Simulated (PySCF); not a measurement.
SMILES CC/C=C\C(C)C, GFN2-xTB optimised geometry.

```
21

C     -0.84    -2.70    -0.10
C     -1.36    -1.26    -0.12
C     -0.76    -0.50    -1.26
C      0.03     0.56    -1.21
C      0.53     1.28     0.00
C      2.06     1.28     0.00
C      0.00     2.72     0.00
H     -1.07    -3.20    -1.03
H      0.24    -2.70     0.04
H     -1.29    -3.26     0.72
H     -1.13    -0.78     0.83
H     -2.44    -1.28    -0.24
H     -1.03    -0.90    -2.24
H      0.38     0.99    -2.15
H      0.19     0.78     0.91
H      2.44     1.79    -0.89
H      2.44     1.80     0.88
H      2.44     0.26     0.00
H      0.36     3.26     0.88
H     -1.09     2.72     0.01
H      0.33     3.25    -0.89
```

Density from B3LYP/def2-SVP in PySCF 2.14.0 at that geometry.

Minimum of the electron density along straight lines between bonded atoms, close to the bond critical point (lines longer than 1.1 times the sum of covalent radii, or with two minima, are not listed):

```json
[
 {"bond": "C1–C2", "length / Å": "1.529", "ρ at the minimum / e bohr⁻³": "0.242", "∇²ρ there / e bohr⁻⁵": "-0.55", "position (fraction from the first atom)": "0.50"},
 {"bond": "C2–C3", "length / Å": "1.497", "ρ at the minimum / e bohr⁻³": "0.258", "∇²ρ there / e bohr⁻⁵": "-0.62", "position (fraction from the first atom)": "0.49"},
 {"bond": "C3–C4", "length / Å": "1.324", "ρ at the minimum / e bohr⁻³": "0.345", "∇²ρ there / e bohr⁻⁵": "-0.92", "position (fraction from the first atom)": "0.50"},
 {"bond": "C4–C5", "length / Å": "1.500", "ρ at the minimum / e bohr⁻³": "0.258", "∇²ρ there / e bohr⁻⁵": "-0.61", "position (fraction from the first atom)": "0.51"},
 {"bond": "C5–C6", "length / Å": "1.530", "ρ at the minimum / e bohr⁻³": "0.243", "∇²ρ there / e bohr⁻⁵": "-0.56", "position (fraction from the first atom)": "0.50"},
 {"bond": "C5–C7", "length / Å": "1.530", "ρ at the minimum / e bohr⁻³": "0.243", "∇²ρ there / e bohr⁻⁵": "-0.55", "position (fraction from the first atom)": "0.50"},
 {"bond": "C1–H8", "length / Å": "1.088", "ρ at the minimum / e bohr⁻³": "0.277", "∇²ρ there / e bohr⁻⁵": "-1.01", "position (fraction from the first atom)": "0.62"},
 {"bond": "C1–H9", "length / Å": "1.088", "ρ at the minimum / e bohr⁻³": "0.278", "∇²ρ there / e bohr⁻⁵": "-1.02", "position (fraction from the first atom)": "0.62"},
 {"bond": "C1–H10", "length / Å": "1.088", "ρ at the minimum / e bohr⁻³": "0.277", "∇²ρ there / e bohr⁻⁵": "-1.01", "position (fraction from the first atom)": "0.62"},
 {"bond": "C2–H11", "length / Å": "1.090", "ρ at the minimum / e bohr⁻³": "0.278", "∇²ρ there / e bohr⁻⁵": "-1.01", "position (fraction from the first atom)": "0.62"},
 {"bond": "C2–H12", "length / Å": "1.094", "ρ at the minimum / e bohr⁻³": "0.275", "∇²ρ there / e bohr⁻⁵": "-0.99", "position (fraction from the first atom)": "0.62"},
 {"bond": "C3–H13", "length / Å": "1.084", "ρ at the minimum / e bohr⁻³": "0.281", "∇²ρ there / e bohr⁻⁵": "-1.04", "position (fraction from the first atom)": "0.62"},
 {"bond": "C4–H14", "length / Å": "1.084", "ρ at the minimum / e bohr⁻³": "0.281", "∇²ρ there / e bohr⁻⁵": "-1.04", "position (fraction from the first atom)": "0.62"},
 {"bond": "C5–H15", "length / Å": "1.093", "ρ at the minimum / e bohr⁻³": "0.278", "∇²ρ there / e bohr⁻⁵": "-1.00", "position (fraction from the first atom)": "0.62"},
 {"bond": "C6–H16", "length / Å": "1.088", "ρ at the minimum / e bohr⁻³": "0.277", "∇²ρ there / e bohr⁻⁵": "-1.01", "position (fraction from the first atom)": "0.62"},
 {"bond": "C6–H17", "length / Å": "1.088", "ρ at the minimum / e bohr⁻³": "0.277", "∇²ρ there / e bohr⁻⁵": "-1.01", "position (fraction from the first atom)": "0.62"},
 {"bond": "C7–H19", "length / Å": "1.088", "ρ at the minimum / e bohr⁻³": "0.277", "∇²ρ there / e bohr⁻⁵": "-1.01", "position (fraction from the first atom)": "0.62"},
 {"bond": "C7–H20", "length / Å": "1.088", "ρ at the minimum / e bohr⁻³": "0.278", "∇²ρ there / e bohr⁻⁵": "-1.02", "position (fraction from the first atom)": "0.62"},
 {"bond": "C7–H21", "length / Å": "1.088", "ρ at the minimum / e bohr⁻³": "0.277", "∇²ρ there / e bohr⁻⁵": "-1.01", "position (fraction from the first atom)": "0.62"}
]
```
